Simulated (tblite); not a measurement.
C8H13FSi.
SMILES with atom numbers: `[CH3:1][CH2:2][CH2:3][C:4]#[C:5][CH2:6][Si@@H:7]1[CH2:8][C@@H:9]1[F:10]` (hydrogens: H11, H12, H13 on C1; H14, H15 on C2; H16, H17 on C3; H18, H19 on C6; H20 on Si7; H21, H22 on C8; H23 on C9)

Computed with GFN2-xTB (tblite), gas phase: L-BFGS steps from a force-field or distance-geometry start until the largest atomic force falls under 0.01 eV/Å.

Step 73: E = -818.9673 eV
```
atom  x, y, z in Å  |  force x, y, z in eV/Å
C1     -3.1034    1.0437   -0.4197   -0.001  -0.014   0.005
C2     -3.2184    0.2024    0.8457    0.010   0.001  -0.008
C3     -2.6500   -1.2073    0.6410   -0.013   0.005   0.001
C4     -1.2099   -1.2071    0.4586   -0.005   0.008  -0.003
C5     -0.0186   -1.2234    0.3231   -0.022  -0.003  -0.029
C6      1.4136   -1.2637    0.1243   -0.004   0.003  -0.005
Si7     2.0720    0.3199   -0.6995   -0.010   0.013   0.013
C8      3.9085    0.3483   -1.1357    0.005   0.002  -0.013
C9      3.5739    1.1197    0.1433   -0.002   0.010   0.028
F10     4.0750    0.5506    1.2933    0.001   0.016   0.033
H11    -3.5055    2.0417   -0.2561    0.027  -0.018   0.003
H12    -3.6585    0.5804   -1.2337    0.009   0.013  -0.003
H13    -2.0608    1.1299   -0.7209   -0.016   0.006   0.012
H14    -2.6849    0.6937    1.6626    0.000  -0.014  -0.005
H15    -4.2697    0.1148    1.1334    0.027   0.017  -0.013
H16    -3.1147   -1.6571   -0.2423    0.000  -0.021   0.012
H17    -2.8943   -1.8306    1.5069    0.014   0.005   0.004
H18     1.9085   -1.3961    1.0904   -0.007  -0.011  -0.007
H19     1.6558   -2.1341   -0.4919   -0.015  -0.010   0.011
H20     1.1783    1.1970   -1.4352   -0.006  -0.006   0.010
H21     4.2869    0.9524   -1.9461    0.001   0.006  -0.036
H22     4.5200   -0.5295   -0.9783    0.002  -0.009   0.006
H23     3.7916    2.1816    0.1682    0.007   0.001  -0.015
```

Step 74: E = -818.9676 eV
```
atom  x, y, z in Å  |  force x, y, z in eV/Å
C1     -3.0984    1.0432   -0.4202   -0.009  -0.014   0.005
C2     -3.2152    0.2028    0.8459    0.012   0.011  -0.014
C3     -2.6498   -1.2079    0.6406   -0.020   0.011   0.001
C4     -1.2101   -1.2090    0.4584    0.007   0.005  -0.001
C5     -0.0187   -1.2262    0.3236   -0.033  -0.004  -0.032
C6      1.4130   -1.2656    0.1228   -0.002   0.008  -0.003
Si7     2.0682    0.3212   -0.6971   -0.010   0.004   0.019
C8      3.9043    0.3472   -1.1339    0.013  -0.002  -0.025
C9      3.5704    1.1224    0.1429    0.020   0.018   0.038
F10     4.0743    0.5575    1.2939   -0.003   0.010   0.034
H11    -3.5016    2.0412   -0.2574    0.036  -0.023  -0.001
H12    -3.6540    0.5788   -1.2336    0.014   0.017  -0.003
H13    -2.0554    1.1288   -0.7215   -0.031   0.006   0.019
H14    -2.6796    0.6935    1.6619   -0.003  -0.018  -0.004
H15    -4.2669    0.1192    1.1342    0.036   0.012  -0.014
H16    -3.1140   -1.6558   -0.2438   -0.007  -0.024   0.012
H17    -2.8953   -1.8318    1.5056    0.012   0.003   0.007
H18     1.9088   -1.3996    1.0882   -0.003  -0.016  -0.006
H19     1.6551   -2.1338   -0.4965   -0.015  -0.009   0.015
H20     1.1720    1.1995   -1.4273   -0.011  -0.001   0.000
H21     4.2825    0.9484   -1.9468    0.004   0.003  -0.029
H22     4.5151   -0.5310   -0.9734   -0.006   0.003   0.001
H23     3.7905    2.1841    0.1646   -0.004   0.000  -0.019
```

Step 75: E = -818.9681 eV
```
atom  x, y, z in Å  |  force x, y, z in eV/Å
C1     -3.0915    1.0428   -0.4209   -0.012  -0.007   0.001
C2     -3.2106    0.2041    0.8459    0.011   0.014  -0.016
C3     -2.6498   -1.2083    0.6403   -0.017   0.010   0.000
C4     -1.2104   -1.2116    0.4581    0.023   0.002   0.000
C5     -0.0190   -1.2309    0.3234   -0.045  -0.004  -0.031
C6      1.4123   -1.2693    0.1214    0.003   0.009   0.003
Si7     2.0632    0.3215   -0.6940    0.010  -0.005   0.020
C8      3.8992    0.3473   -1.1326    0.025  -0.004  -0.031
C9      3.5654    1.1253    0.1433    0.036   0.028   0.030
F10     4.0719    0.5645    1.2953   -0.006   0.008   0.027
H11    -3.4940    2.0411   -0.2590    0.040  -0.021  -0.004
H12    -3.6477    0.5780   -1.2337    0.017   0.019  -0.005
H13    -2.0481    1.1269   -0.7223   -0.039   0.005   0.022
H14    -2.6726    0.6935    1.6609   -0.001  -0.018  -0.001
H15    -4.2626    0.1257    1.1344    0.035   0.004  -0.012
H16    -3.1135   -1.6544   -0.2451   -0.017  -0.025   0.011
H17    -2.8964   -1.8324    1.5045    0.007   0.002   0.011
H18     1.9086   -1.4041    1.0864   -0.002  -0.021  -0.008
H19     1.6547   -2.1360   -0.5001   -0.014  -0.002   0.019
H20     1.1629    1.1999   -1.4183   -0.013   0.003  -0.008
H21     4.2759    0.9468   -1.9488   -0.001  -0.014   0.001
H22     4.5112   -0.5309   -0.9697   -0.027   0.032  -0.009
H23     3.7860    2.1876    0.1616   -0.013  -0.016  -0.020
```

**Question.** Estimate the geometry and energy of step 76. (The exact step hangs on the optimiser's Hessian estimate; all steps are aligned on step 75, rigid shifts and turns removed.)

**Answer.** E = -818.9686 eV, largest force 0.052 eV/Å
```
atom  x, y, z in Å  |  force x, y, z in eV/Å
C1     -3.0842    1.0420   -0.4217   -0.012   0.000  -0.004
C2     -3.2053    0.2053    0.8455    0.008   0.009  -0.009
C3     -2.6500   -1.2086    0.6400   -0.010  -0.001  -0.002
C4     -1.2109   -1.2145    0.4577    0.022  -0.001   0.002
C5     -0.0198   -1.2357    0.3224   -0.033  -0.002  -0.028
C6      1.4113   -1.2725    0.1197    0.000   0.008   0.007
Si7     2.0580    0.3230   -0.6893    0.020  -0.012   0.012
C8      3.8937    0.3469   -1.1310    0.014   0.005  -0.016
C9      3.5612    1.1291    0.1439    0.044   0.015   0.014
F10     4.0696    0.5733    1.2976   -0.005   0.008   0.016
H11    -3.4857    2.0404   -0.2607    0.034  -0.004  -0.004
H12    -3.6406    0.5772   -1.2339    0.013   0.015  -0.013
H13    -2.0410    1.1252   -0.7227   -0.026   0.003   0.017
H14    -2.6650    0.6928    1.6598    0.004  -0.013   0.005
H15    -4.2571    0.1328    1.1346    0.020  -0.005  -0.007
H16    -3.1132   -1.6536   -0.2461   -0.027  -0.024   0.010
H17    -2.8973   -1.8333    1.5034    0.000   0.004   0.015
H18     1.9084   -1.4097    1.0838   -0.001  -0.024  -0.004
H19     1.6538   -2.1373   -0.5046   -0.010   0.004   0.018
H20     1.1531    1.2010   -1.4084   -0.010   0.003  -0.011
H21     4.2684    0.9431   -1.9508    0.003  -0.017   0.016
H22     4.5056   -0.5311   -0.9650   -0.032   0.038  -0.016
H23     3.7821    2.1912    0.1571   -0.017  -0.010  -0.017
```

The energy changes by -0.0005 eV. The first-order estimate −F·Δx gives -0.0007 eV and the mean of the old and new forces, exact on a quadratic surface, -0.0005 eV. The step makes an angle of 82° with the force vector and moves no atom by more than 0.014 Å.

The cost below is that of the whole relaxation. The run took 1.6 s wall on Arm Neoverse V1, one thread, no GPU, shared host with 32 logical CPUs at a one-minute load of 23.
